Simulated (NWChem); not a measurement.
Molecule: C4H5NO; SMILES C=C/C=N/C=O

```xyz
11

C      0.4873    -2.7482    -0.0443
C     -0.3444    -1.7208     0.1751
C      0.0240    -0.3503    -0.1373
N     -0.7734     0.6284     0.0586
C     -0.3143     1.9227    -0.1694
O      0.7480     2.3558     0.1955
H      1.4810    -2.5900    -0.4760
H      0.2089    -3.7758     0.2012
H     -1.3396    -1.8680     0.6057
H      1.0345    -0.1857    -0.5597
H     -1.0716     2.5539    -0.6898
```
Atoms are numbered in this order, from 1.

Computed with NWChem. Geometry: optimised at PBE0/def2-SVP. Total energies of different functionals are on different scales.

```tsv
level	energy (Ha)	highest occupied level (eV)	orbital gap (eV)	dipole (D)
B3LYP/def2-SVP	-285.1539	-7.17	4.78	3.25
PBE/def2-SVP	-284.8122	-5.79	2.64	3.16
BP86/def2-SVP	-285.1538	-5.91	2.67	3.19
BHandHLYP/def2-SVP	-284.9794	-8.97	7.89	3.39
Hartree-Fock/def2-SVP	-283.4376	-10.40	12.08	3.66
LDA (Slater exchange, PW92)/def2-SVP	-282.7324	-5.95	2.56	3.23
BLYP/def2-SVP	-285.0605	-5.65	2.71	3.14
KT2/def2-SVP	-289.8535	-5.97	2.88	3.19
PW91/def2-SVP	-285.0491	-5.85	2.66	3.17
```
